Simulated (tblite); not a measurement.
Problem. What does the GFN2-xTB structure of InChI=1S/C5H4N3O/c1-9-5(2-6,3-7)4-8/h6H,1H3 look like in three dimensions? (Doublet state.)

Solution. 
```
atom  x, y, z in Å
C1     1.7036   -0.3573   -0.4049
O2     0.6041    0.5295   -0.3457
C3    -0.5926   -0.0309    0.1853
C4    -1.6671    1.0266    0.1863
N5    -1.7600    2.1844   -0.1379
C6    -1.0818   -1.1536   -0.6146
N7    -1.4290   -2.0251   -1.2648
C8    -0.4263   -0.4870    1.5651
N9    -0.2551   -0.8300    2.6401
H10    1.4919   -1.2158   -1.0509
H11    1.9877   -0.7117    0.5915
H12    2.5173    0.2270   -0.8296
H13   -1.0971    2.8445   -0.5378
```

Any rigid rotation of these coordinates is as good. Atoms count from 1 in this order. The 3 C–N bonds span 1.141 Å (C8≡N9, drawn triple) to 1.206 Å (C4=N5, drawn double), a spread of 0.065 Å. Of the pairs four or more bonds apart, C6···H10 is among the closest relative to their van der Waals radii: 2.61 Å, 90 % of the sum of Bondi's values. The C–C distances run from 1.463 Å (C3–C8, drawn single) to 1.508 Å (C3–C4, drawn single), a spread of 0.045 Å.

Bonds between heavy atoms (Å): C1–O2 1.414, O2–C3 1.424, C3–C4 1.508, C4=N5 1.206, C3–C6 1.463, C6≡N7 1.141, C3–C8 1.463, C8≡N9 1.141.

Structure optimised with GFN2-xTB, isolated species. This method treats the open shell by occupation alone, without spin polarisation.

Point group: Cs (tolerance 0.08 Å). Its GFN2-xTB frequencies are all real (lowest 47 cm⁻¹). Torsions: C1–O2–C3–C4 180°, O2–C3–C4–N5 0°.

One conformer stands for the species.

The numbers are calculated, not measured.
